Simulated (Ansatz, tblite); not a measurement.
Cost and result up the ladder for Pt₂H₃⁻ (5 atoms). The state is a singlet with charge -1. Geometry: r2SCAN-D4/def2-TZVPD.

Cartesian coordinates in Å:
```
Pt 1.326 -1.136 0.675
Pt -0.305 0.507 -0.284
H -0.767 1.095 -1.640
H 0.634 -2.374 1.242
H -0.888 1.909 0.007
```

Ansatz on 4 threads of Arm Neoverse V1 on a shared host; xTB runs through tblite on one thread. Times are rough, summed over both states, and most runs start from the orbitals of an earlier one. PBE-QIDH/def2-TZVPD serves as the yardstick here, not as an exact answer. The other state is a quintet at its own geometry.

In the def2 sets Pt takes a core potential; there is no spin–orbit coupling. The xTB rows come from tblite. Correlated methods freeze no core orbitals; core or outer-core shells of Pt are correlated, in sets that lack core-valence functions. The structure comes from a short search, and lower isomers may exist.

xTB has no spin-polarisation term.

| level | functions | wall time | quintet − singlet (eV) | difference from PBE-QIDH/def2-TZVPD (eV) | remarks |
| --- | --- | --- | --- | --- | --- |
| GFN1-xTB | 24 | 0.005 s | 3.76 | 0.64 | – |
| GFN2-xTB | 21 | 0.005 s | 2.61 | -0.51 | – |
| PBE-D4/def2-TZVPD (with forces) | 113 | 3.3 s | 3.06 | -0.06 | HOMO above zero (quintet) |
| RPA@PBE/def2-TZVPD | 113 | 5.7 s | 2.76 | -0.36 | – |
| r2SCAN-D4/def2-TZVPD | 113 | 7.6 s | 2.76 | -0.37 | HOMO above zero (quintet) |
| BHLYP-D4/def2-TZVPD | 113 | 8.4 s | 2.79 | -0.33 | – |
| PBE-QIDH/def2-TZVPD | 113 | 8.6 s | 3.12 | 0.00 | – |
| r2SCANh-D4/def2-TZVPD | 113 | 13 s | 2.72 | -0.40 | HOMO above zero (quintet) |
| r2SCAN0-D4/def2-TZVPD | 113 | 14 s | 2.66 | -0.46 | – |
| B97M-V/def2-TZVPD | 113 | 16 s | 2.87 | -0.26 | HOMO above zero (quintet) |
